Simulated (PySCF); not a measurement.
## Two-component Hartree-Fock for Sb⁴⁵⁺ (antimony, charge +45)

Start: [He] 2s2 2p2; 2p1/2 filled at m_j = -1/2, +1/2. Calculated with PySCF 2.14 in an even-tempered Gaussian basis (17 s from 24 bohr⁻², ratio 2.4; 12 p from 31 bohr⁻², ratio 2.4; 5 d from 100 bohr⁻², ratio 2.6; 4 f from 160 bohr⁻², ratio 2.6): generalised Hartree-Fock with the X2C-1e Hamiltonian and a Gaussian nucleus; one run each with spin-orbit coupling (SO) switched off, then screened by Boettger's factors.

| spinor shell | electrons | ε, spin-free (eV) | ε, screened SO (eV) | weight of nominal j (screened SO) | rms radius, screened SO (bohr) |
| --- | --- | --- | --- | --- | --- |
| 1s1/2 | 2 | -34559.8 | -34541.1 | 1.000 | 0.0324 |
| 2s1/2 | 2 | -8055.3 | -8049.6 | 1.000 | 0.127 |
| 2p1/2 | 2 | -7730.0 | -7895.5 | 1.000 | 0.108 |

```csv
quantity,spin-free,screened SO
E (hartree),-3869.35247,-3882.63978
M_J,0,0
⟨J²⟩,2.000,0.000
⟨L²⟩,2.000,1.333
⟨S²⟩,2.000,1.333
```

Breit and QED terms are absent; they matter most for the inner s and p1/2 levels.

Densities and radii are taken from the X2C orbitals without a picture-change correction, which distorts them close to the nucleus.

Without spin-orbit coupling the j labels of p, d and f shells carry no meaning; the spin-free column gives the mean over the occupied spinors of each nl shell.
